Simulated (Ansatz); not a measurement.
Cu(NH3)Br (CuBrNH3). The state is a singlet with charge 0. Geometry PBE0-D4/def2-TZVP, basis def2-TZVP, Ansatz.

```xyz
6

Cu    0.764   -0.671   -0.455
N    -0.570    0.502    0.341
H    -0.541    0.464    1.355
H    -1.508    0.243    0.054
H    -0.424    1.469    0.068
Br    2.279   -2.006   -1.363
```

```json
{"run": "A", "HOMO (eV)": "-5.31", "LUMO (eV)": "-1.54"}
{"run": "B", "HOMO (eV)": "-7.45", "LUMO (eV)": "-0.30"}
{"run": "C", "HOMO (eV)": "-9.13", "LUMO (eV)": "1.50"}
{"run": "D", "HOMO (eV)": "-8.60", "LUMO (eV)": "0.53"}
{"run": "E", "HOMO (eV)": "-8.99", "LUMO (eV)": "1.16"}
{"run": "F", "HOMO (eV)": "-5.24", "LUMO (eV)": "-1.77"}
```

LC-ωPBE has ω = 0.4 bohr⁻¹.

Q: The runs used B97M-V, BHLYP, HF, LC-ωPBE, LDA (SPW92), ωB97M-V. Estimate which is which.

A: A B97M-V (0 % exact exchange); B BHLYP (50 % exact exchange); C HF (100 % exact exchange); D ωB97M-V (range-separated); E LC-ωPBE (range-separated); F LDA (SPW92) (0 % exact exchange). Exact exchange lowers occupied and raises empty levels; among semilocal functionals meta-GGAs tend to open the gap a little, and such runs are hard to tell apart. The gap grows from 3.47 eV (LDA (SPW92)) to 10.63 eV (HF).
